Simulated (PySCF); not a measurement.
# Computed records: AlB2H6N, AlB3H5, Al2B2H4

All values are calculated (PySCF 2.14.0). Calculation on a computer-drawn molecule: the log of a Hartree-Fock and frozen-core CCSD(T) single point meant for a local Hartree-Fock minimum, with one planted fault or none, to be diagnosed. Offsets are logged minus clean, where the clean run is the same molecule without the fault. The reference is restricted for singlets and unrestricted otherwise, and also for a bond in bohr or an excited solution. Adding or removing an electron swaps singlet and doublet. The excited solution moves the top pair (singlet) or top alpha electron (doublet) to the lowest empty orbital. Highest occupied and lowest empty are orbital energies over both spins, largest force is the largest gradient component, triples share is (T) over the correlation energy, the T1 limit is 0.02 restricted and 0.045 unrestricted, electrons count all cores, a negative frequency is imaginary (commonest isotopes), and the dipole is about the centre of nuclear charge.

Common to all runs: meant charge 0; meant basis cc-pV(D+d)Z; logged SCF converged yes; possible faults no fault, one electron removed, one electron added, multiplicity raised by two, geometry at a saddle point, SCF held on an excited solution, minimal basis STO-3G, one bond length entered in bohr, all coordinates scaled.

```json
{"entry": 1, "formula": "AlB2H6N", "logged_structure": {"atoms_angstrom": [["B", -1.0581, 1.3818, -1.4851], ["B", -1.0703, 1.9693, 0.0666], ["Al", -2.4084, 1.2583, 1.6033], ["N", -2.0144, -0.1795, 2.5554], ["H", -1.7737, 1.8347, -2.3425], ["H", -0.3669, 0.444, -1.7957], ["H", -0.3069, 2.8522, 0.378], ["H", -3.7725, 1.9876, 1.9539], ["H", -1.1983, -0.7532, 2.4513], ["H", -2.5805, -0.5422, 3.3005]]}, "given": {"meant_multiplicity": 1, "logged_electrons": 37, "logged_basis_functions": 95, "logged_spin_squared": 0.761, "logged_highest_occupied [eV]": -0.27636, "logged_lowest_empty [eV]": 6.6702, "logged_largest_force [hartree/bohr]": 0.036407, "logged_T1_diagnostic": 0.017597, "logged_D1_diagnostic": 0.054968, "logged_triples_share": 0.028348, "logged_CC_converged": "yes", "logged_dipole_magnitude [debye]": 6.0149, "logged_SCF_stable_within_its_kind": "yes", "logged_energy_HF [hartree]": -349.18201, "logged_energy_CCSD(T) [hartree]": -349.6703, "drawn_bonds_atom": [1, 2, 3, 1, 1, 2, 3, 4, 4], "drawn_bonds_other_atom": [2, 3, 4, 5, 6, 7, 8, 9, 10], "drawn_bonds_order": [1, 1, 1, 1, 1, 1, 1, 1, 1]}, "results": {"planted_fault": "one electron added", "HF_energy_offset_from_clean_run [kcal/mol]": 17.91, "CCSD(T)_energy_offset_from_clean_run [kcal/mol]": 3.167}}
{"entry": 2, "formula": "AlB3H5", "logged_structure": {"atoms_angstrom": [["B", -2.8092, 1.1419, 1.9525], ["B", -1.2561, 0.8556, 1.4252], ["Al", -0.6109, 0.9154, -0.6063], ["B", -0.4012, -0.4866, -2.1831], ["H", -3.5895, 0.2388, 2.1171], ["H", -3.2167, 2.257, 2.155], ["H", -0.374, 0.6527, 2.225], ["H", -1.2729, -0.6539, -2.9961], ["H", 0.6286, -1.0813, -2.3672]]}, "given": {"meant_multiplicity": 2, "logged_electrons": 33, "logged_basis_functions": 90, "logged_spin_squared": 0.8033, "logged_highest_occupied [eV]": -7.3114, "logged_lowest_empty [eV]": 0.49391, "logged_largest_force [hartree/bohr]": 2.7743e-05, "logged_lowest_frequency [cm^-1]": 75.129, "logged_T1_diagnostic": 0.029353, "logged_D1_diagnostic": 0.12534, "logged_triples_share": 0.030463, "logged_CC_converged": "yes", "logged_dipole_magnitude [debye]": 0.28389, "logged_SCF_stable_within_its_kind": "yes", "logged_energy_HF [hartree]": -318.76397, "logged_energy_CCSD(T) [hartree]": -319.12413, "drawn_bonds_atom": [1, 2, 3, 1, 1, 2, 4, 4], "drawn_bonds_other_atom": [2, 3, 4, 5, 6, 7, 8, 9], "drawn_bonds_order": [1, 1, 1, 1, 1, 1, 1, 1]}, "results": {"planted_fault": "no fault", "HF_energy_offset_from_clean_run [kcal/mol]": 0.0, "CCSD(T)_energy_offset_from_clean_run [kcal/mol]": 0.0}}
{"entry": 3, "formula": "AlB3H5", "logged_structure": {"atoms_angstrom": [["B", -2.8092, 1.1419, 1.9525], ["B", -1.2561, 0.8556, 1.4252], ["Al", -0.6109, 0.9154, -0.6063], ["B", -0.4012, -0.4866, -2.1831], ["H", -3.5895, 0.2388, 2.1171], ["H", -3.2167, 2.257, 2.155], ["H", -0.374, 0.6527, 2.225], ["H", -1.2729, -0.6539, -2.9961], ["H", 0.6286, -1.0813, -2.3672]]}, "given": {"meant_multiplicity": 2, "logged_electrons": 33, "logged_basis_functions": 29, "logged_spin_squared": 0.8031, "logged_highest_occupied [eV]": -3.6724, "logged_lowest_empty [eV]": 6.5931, "logged_largest_force [hartree/bohr]": 0.024584, "logged_T1_diagnostic": 0.031314, "logged_D1_diagnostic": 0.15729, "logged_triples_share": 0.017966, "logged_CC_converged": "yes", "logged_dipole_magnitude [debye]": 1.6747, "logged_SCF_stable_within_its_kind": "yes", "logged_energy_HF [hartree]": -314.88686, "logged_energy_CCSD(T) [hartree]": -315.06212, "drawn_bonds_atom": [1, 2, 3, 1, 1, 2, 4, 4], "drawn_bonds_other_atom": [2, 3, 4, 5, 6, 7, 8, 9], "drawn_bonds_order": [1, 1, 1, 1, 1, 1, 1, 1]}, "results": {"planted_fault": "minimal basis STO-3G", "HF_energy_offset_from_clean_run [kcal/mol]": 2433, "CCSD(T)_energy_offset_from_clean_run [kcal/mol]": 2549}}
{"entry": 4, "formula": "AlB3H5", "logged_structure": {"atoms_angstrom": [["B", -2.8092, 1.1419, 1.9525], ["B", -1.2561, 0.8556, 1.4252], ["Al", -0.6109, 0.9154, -0.6063], ["B", -0.4012, -0.4866, -2.1831], ["H", -3.5895, 0.2388, 2.1171], ["H", -3.2167, 2.257, 2.155], ["H", -0.374, 0.6527, 2.225], ["H", -1.2729, -0.6539, -2.9961], ["H", 0.6286, -1.0813, -2.3672]]}, "given": {"meant_multiplicity": 2, "logged_electrons": 33, "logged_basis_functions": 90, "logged_spin_squared": 0.8113, "logged_highest_occupied [eV]": -5.3366, "logged_lowest_empty [eV]": -0.75554, "logged_largest_force [hartree/bohr]": 0.025144, "logged_dipole_magnitude [debye]": 1.0422, "logged_SCF_stable_within_its_kind": "no", "logged_energy_HF [hartree]": -318.69546, "drawn_bonds_atom": [1, 2, 3, 1, 1, 2, 4, 4], "drawn_bonds_other_atom": [2, 3, 4, 5, 6, 7, 8, 9], "drawn_bonds_order": [1, 1, 1, 1, 1, 1, 1, 1]}, "results": {"planted_fault": "SCF held on an excited solution", "HF_energy_offset_from_clean_run [kcal/mol]": 42.99}, "notes": ["coupled-cluster numbers left out as unreliable"]}
{"entry": 5, "formula": "Al2B2H4", "logged_structure": {"atoms_angstrom": [["B", 0.0591, -1.9251, -1.4735], ["B", 0.4375, -0.4289, -0.9679], ["Al", -0.0461, 1.2937, -2.3377], ["Al", 1.3486, -0.2201, 0.9259], ["H", 0.8377, -2.5877, -2.1151], ["H", -1.0199, -2.4133, -1.2402], ["H", 0.4626, 0.0051, 2.2219], ["H", 2.9289, -0.226, 1.0608]]}, "given": {"meant_multiplicity": 1, "logged_electrons": 39, "logged_basis_functions": 94, "logged_spin_squared": 0.7943, "logged_highest_occupied [eV]": -14.441, "logged_lowest_empty [eV]": -5.6669, "logged_largest_force [hartree/bohr]": 0.025596, "logged_T1_diagnostic": 0.024673, "logged_D1_diagnostic": 0.055822, "logged_triples_share": 0.031504, "logged_CC_converged": "yes", "logged_dipole_magnitude [debye]": 6.418, "logged_SCF_stable_within_its_kind": "yes", "logged_energy_HF [hartree]": -535.20147, "logged_energy_CCSD(T) [hartree]": -535.50976, "drawn_bonds_atom": [1, 2, 2, 1, 1, 4, 4], "drawn_bonds_other_atom": [2, 3, 4, 5, 6, 7, 8], "drawn_bonds_order": [1, 1, 1, 1, 1, 1, 1]}, "results": {"planted_fault": "one electron removed", "HF_energy_offset_from_clean_run [kcal/mol]": 149.5, "CCSD(T)_energy_offset_from_clean_run [kcal/mol]": 172.0}}
{"entry": 6, "formula": "Al2B2H4", "logged_structure": {"atoms_angstrom": [["B", 0.0591, -1.9251, -1.4735], ["B", 0.4375, -0.4289, -0.9679], ["Al", -0.0461, 1.2937, -2.3377], ["Al", 1.3486, -0.2201, 0.9259], ["H", 0.8377, -2.5877, -2.1151], ["H", -1.0199, -2.4133, -1.2402], ["H", 0.4626, 0.0051, 2.2219], ["H", 2.9289, -0.226, 1.0608]]}, "given": {"meant_multiplicity": 1, "logged_electrons": 41, "logged_basis_functions": 94, "logged_spin_squared": 0.8282, "logged_highest_occupied [eV]": -1.2557, "logged_lowest_empty [eV]": 4.8315, "logged_largest_force [hartree/bohr]": 0.02278, "logged_T1_diagnostic": 0.041423, "logged_D1_diagnostic": 0.13276, "logged_triples_share": 0.041552, "logged_CC_converged": "yes", "logged_dipole_magnitude [debye]": 3.7693, "logged_SCF_stable_within_its_kind": "yes", "logged_energy_HF [hartree]": -535.46061, "logged_energy_CCSD(T) [hartree]": -535.82988, "drawn_bonds_atom": [1, 2, 2, 1, 1, 4, 4], "drawn_bonds_other_atom": [2, 3, 4, 5, 6, 7, 8], "drawn_bonds_order": [1, 1, 1, 1, 1, 1, 1]}, "results": {}}
```

To be estimated
1. Which fault was planted in the run of Al2B2H4 (entry 6)?

Calculated values
1. one electron added

Further results for Al2B2H4 (entry 6):

* HF energy offset from clean run: -13.11 kcal/mol
* CCSD(T) energy offset from clean run: -28.83 kcal/mol
